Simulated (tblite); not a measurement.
C₄H₁₁FO₂Si.
Numbering: `[CH3:1][C@H:2]([CH2:3][OH:4])[O:5][SiH2:6][CH2:7][F:8]` (hydrogens: H9, H10, H11 on C1; H12 on C2; H13, H14 on C3; H15 on O4; H16, H17 on Si6; H18, H19 on C7)

Geometry (GFN2-xTB, Å), atoms numbered from 1 in this order:
```
atom  x, y, z in Å
C1    -1.4174   -0.4471   -1.8877
C2    -1.0194   -0.5155   -0.4173
C3    -1.7411    0.5547    0.4065
O4    -1.3004    0.5549    1.7375
O5     0.3637   -0.3653   -0.3057
Si6    1.2380    0.2533    0.9145
C7     2.9837    0.0001    0.1735
F8     3.9313    0.4422    1.0783
H9    -2.4862   -0.6074   -1.9998
H10   -1.1580    0.5275   -2.2921
H11   -0.8807   -1.2083   -2.4470
H12   -1.2829   -1.5055   -0.0084
H13   -1.4857    1.5403    0.0146
H14   -2.8264    0.4088    0.3425
H15   -1.5218   -0.2882    2.1486
H16    1.1616   -0.5363    2.1462
H17    1.0554    1.6809    1.1555
H18    3.1553    0.5676   -0.7438
H19    3.2212   -1.0474   -0.0234
```

All values are computed: GFN2-xTB (tblite) harmonic vibrations without scaling, gas phase. The method is semi-empirical: single wavenumbers can be off by several per cent or more. Modes of hydrogen on silicon can be 10 to 20 % off. One conformer, not necessarily the lowest.

Harmonic wavenumbers (cm⁻¹): 50.3, 78.1, 90.4, 109.8, 151.4, 183.9, 188.1, 263.1, 288.5, 344.4, 424.2, 475.9, 511.6, 539.9, 660.0, 715.1, 752.1, 770.5, 774.5, 799.0, 899.7, 937.1, 1008.0, 1033.4, 1062.6, 1100.1, 1119.2, 1172.9, 1187.3, 1203.3, 1277.4, 1280.2, 1316.5, 1317.6, 1342.3, 1397.5, 1454.6, 1460.1, 1473.7, 1489.3, 2229.7, 2288.3, 2831.7, 2911.6, 2959.6, 2967.4, 3003.0, 3044.5, 3049.2, 3053.9, 3534.1.

A = 3081, B = 862.3, C = 704.3 MHz; mass 138.051 u (most abundant isotopes); point group C1, symmetry number 1.

Zero-point energy?

½Σν̃ = 32288 cm⁻¹ = 386.25 kJ/mol.

Entropy at 500 K, 1 bar (ideal gas, RRHO, classical rotation)?

Translation 181.06, rotation 130.00, vibration 224.95: S = 536.0 J/(mol K).

And Cp and H(500 K) − H(0)?

Cp = 244.63 J/(mol K), of which vibrations give 211.37 (their classical limit is 51 R = 424.0); H(500 K) − H(0) = 73.21 kJ/mol without the zero-point energy, 56.58 from vibrations.

What must be added to the electronic energy to get the Gibbs energy at 500 K and 1 bar?

ZPE + [H(500 K) − H(0)] − T·S = 386.25 + 73.21 − 268.00 = 191.46 kJ/mol.

Blend soft modes into free rotors: weight 1/[1 + (100 cm⁻¹/ν̃)⁴] for the oscillator and the rest for a rotor with moment μB/(μ + B), μ = h/(8π²ν), B = 10⁻⁴⁴ kg m². What vibrational entropy results?

208.33 J/(mol K) in place of 224.95, which changes −T·S at 500 K by +8.31 kJ/mol.

Hindered rotation and anharmonicity are outside this model. Other conformers, if any are populated, would add a mixing term that is left out. The structure is chiral; the term R ln 2 for an equal mix with its mirror image is left out.
